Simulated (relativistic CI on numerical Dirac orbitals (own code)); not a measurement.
# Os⁴⁺: calculation against measurement

Method of calculation: Dirac-Coulomb-Breit CI, orbitals from a KLI potential per configuration, model QED (radiative potential, 1s self-energy scaled to tabulated hydrogen-like ionisation energies), valence Slater integrals scaled by 0.85, P86 correlation energy added to each configuration (own radial code, finite nucleus).

Configurations in the expansion (outside the closed core [Kr] 4d10 4f14): 5s2 5p6 5d4, 5s2 5p6 5d3 6s, 5s2 5p6 5d3 6p, 5s2 5p6 5d3 5f, 5s2 5p6 5d3 5g, 5s2 5p6 5d2 6s 6p, 5s2 5p6 5d3 7s, 5s2 5p6 5d3 6d, 5s2 5p5 5d5, 5s2 5p6 5d3 7p, 5s2 5p6 5d3 7d, 5s2 5p6 5d3 8s, 5s2 5p6 5d3 6f, 5s2 5p6 5d3 8p, 5s2 5p6 5d2 5f 6s, 5s2 5p6 5d3 8d, 5s2 5p5 5d4 5f, 5s2 5p6 5d2 6p 6d, 5s2 5p5 5d4 5g, 5s 5p6 5d5, 5s2 5p6 5d2 5f 5g, 5s2 5p6 5d2 6s2, 5s2 5p6 5d 6s2 6p, 5s2 5p6 5d 5f 6s2, 5s2 5p6 5d 5g 6s2, 5s2 5p6 5d 6s2 7s, 5s2 5p6 5d 6s2 6d, 5s2 5p6 5d2 5f2, 5s2 5p6 5d 5f2 6s, 5s2 5p6 5d 5f2 6p, 5s2 5p6 5d 5f3, 5s2 5p6 5d 5f2 5g, 5s2 5p6 5d 5f2 7s, 5s2 5p6 5d 5f2 6d. Double excitations out of closed p, d and f shells are left out; levels of such configurations are missing from the list, as are those of other unlisted configurations, and high levels can miss mixing partners. These lack a partner that the ground configuration has and come out too high: 5s2 5p6 5d3 7p, 5s2 5p6 5d3 7d, 5s2 5p6 5d3 8s, 5s2 5p6 5d3 6f, 5s2 5p6 5d3 8p.

```
 Configuration  Term (tabulated)  J  Measured (cm⁻¹)  Computed  Error  Purity (%)
   5s2 5p6 5d4                5D  0              0.0         0      0          67
   5s2 5p6 5d4                5D  1           4311.2      3693   -618          85
   5s2 5p6 5d4                5D  2           8083.0      7107   -976          92
   5s2 5p6 5d4                5D  3          11018.5      9891  -1127          88
   5s2 5p6 5d4                5D  4          12966.1     11918  -1048          72
   5s2 5p6 5d4                3H  4          20373.8     19406   -968          58
   5s2 5p6 5d4                3G  3          23942.3     23080   -862          62
   5s2 5p6 5d4                3P  1          24679.7     23800   -880          77
   5s2 5p6 5d4                3H  5          25343.9     24102  -1242          77
   5s2 5p6 5d4                3H  6          27669.2     26305  -1364          75
   5s2 5p6 5d4                3F  3          32171.8     31191   -981          56
   5s2 5p6 5d4                3G  5          37015.5     35174  -1842          77
   5s2 5p6 5d4                3D  1          38535.8     37134  -1402          87
   5s2 5p6 5d4                1I  6          39283.5     37358  -1926          75
   5s2 5p6 5d4                1F  3          46548.9     45348  -1200          65
   5s2 5p6 5d4                3F  3          55872.0     54779  -1093          80
   5s2 5p6 5d4                3P  1          55987.5     55216   -771          96
5s2 5p6 5d3 6s                5F  1          71190.4     79647   8456          89
5s2 5p6 5d3 6s                5F  2          73848.7     82129   8280          88
5s2 5p6 5d3 6s                5F  3          78168.3     86132   7964          94
5s2 5p6 5d3 6s                5F  4          82424.4     90176   7751          91
5s2 5p6 5d3 6s                5F  5          85963.9     93708   7744          79
5s2 5p6 5d3 6s                5P  1          87332.4     95668   8335          77
5s2 5p6 5d3 6s                3F  2          89238.8     98199   8960          68
5s2 5p6 5d3 6s                5P  3          94638.7    102518   7879          87
5s2 5p6 5d3 6s                3F  4         102359.2    110667   8308          56
5s2 5p6 5d3 6s                3H  6         104990.6    112838   7847         100
5s2 5p6 5d3 6s                3D  3         108078.7    115998   7920          88
5s2 5p6 5d3 6s                1H  5         112647.5    120793   8146          80
5s2 5p6 5d3 6s                3F  3         112937.4    121222   8285          88
5s2 5p6 5d3 6s                3F  4         113528.1    121632   8104          86
5s2 5p6 5d3 6s                1F  3         120656.4    129435   8778          81
```

Measured levels from measured levels as listed in Palmeri et al., Atoms 14, 22 (2026); pairs were made by configuration, J and term (by order where the table uses no LS term), so strongly mixed levels may be paired wrongly.

Mean error by configuration (cm⁻¹): 5s2 5p6 5d4 -1144; 5s2 5p6 5d3 6s 8184. Over the excited levels the mean absolute error is 4550 cm⁻¹ (31 of the 56 excited levels that our extract of the source holds in range could be paired, and the others can miss by more), and the median relative error of those above 1,000 cm⁻¹ is 7.3 %. Some levels of the ground configuration have no partner.
